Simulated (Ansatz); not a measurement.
Geometry optimisation, RKS B3LYP-D4/def2-SVP (Ansatz).

input.yaml

```yaml
crystal:
  periodic: [false, false, false]
  atoms:
    - { symbol: B, position_ang: [-1.5189, -0.1527, 0.0036] }
    - { symbol: Cl, position_ang: [-1.4174, -2.3125, 0.1922] }
    - { symbol: F, position_ang: [-1.6775, 0.2088, -1.2445] }
    - { symbol: F, position_ang: [-2.2563, 0.3772, 0.9424] }
    - { symbol: H, position_ang: [0.0398, -1.4107, 0.5659] }
    - { symbol: O, position_ang: [0.1635, -0.1495, 0.4644] }
    - { symbol: Si, position_ang: [1.4298, 0.7121, -0.1395] }
    - { symbol: H, position_ang: [2.5088, 0.2562, 0.7306] }
    - { symbol: H, position_ang: [1.6433, 0.3517, -1.5398] }
    - { symbol: H, position_ang: [1.0849, 2.1195, 0.0247] }
basis:
  gaussian: { orbitals: def2-SVP }
hamiltonian:
  xc: b3lyp
  dispersion: d4
relax:
  f_tol: 0.15
  max_steps: 25
  restrain:
    - { distance: [0, 5], at: 2.8, k: 30.0 }
    - { distance: [4, 1], at: 2.63, k: 30.0 }
    - { distance: [0, 1], at: 1.86, k: 30.0 }
    - { distance: [4, 5], at: 0.97, k: 30.0 }
```

Run as:

```bash
$ ansatz run input.yaml --threads 2 --pin off --max-ram 3072MiB --backend cpu --events-out ev --progress --plain --runs-dir out
```

Task: Where does it end, and by what steps?

Result: It converged. The restraints hold the end off the free minimum; the threshold counts their pulls, which the force column leaves out. Restrained pairs: B1–O6 (1.74 → 2.79 Å), Cl2–H5 (1.75 → 2.63 Å), B1–Cl2 (2.17 → 1.82 Å), H5–O6 (1.27 → 0.97 Å). After 8 steps the energy has fallen by 0.919 eV (the restraints' own energy left out); B1 moved furthest, 0.68 Å.

| step | energy less start (eV) | largest force component (eV/Å) | accepted |
| --- | --- | --- | --- |
| 0 | 0.0000 | 3.727 | yes |
| 1 | -0.0829 | 4.315 | yes |
| 2 | -0.2286 | 3.250 | yes |
| 3 | -0.2649 | 2.815 | yes |
| 4 | -0.6691 | 1.689 | yes |
| 5 | -0.8404 | 1.090 | yes |
| 6 | -0.9092 | 1.046 | yes |
| 7 | -0.9160 | 1.091 | yes |
| 8 | -0.9189 | 1.036 | yes |

```xyz
10
Properties=species:S:1:pos:R:3
B -2.139 -0.407 -0.117
Cl -1.788 -2.196 -0.084
F -1.844 0.285 -1.189
F -2.765 0.147 0.888
H 0.465 -1.121 0.751
O 0.480 -0.155 0.813
Si 1.645 0.666 -0.075
H 3.006 0.464 0.505
H 1.670 0.219 -1.500
H 1.270 2.099 0.008
```

Time of the run: 83 s on 2 threads of Intel(R) Xeon(R) Processor @ 2.50GHz (Skylake/Cascade Lake) (shared host), peak memory 0.27 GiB.
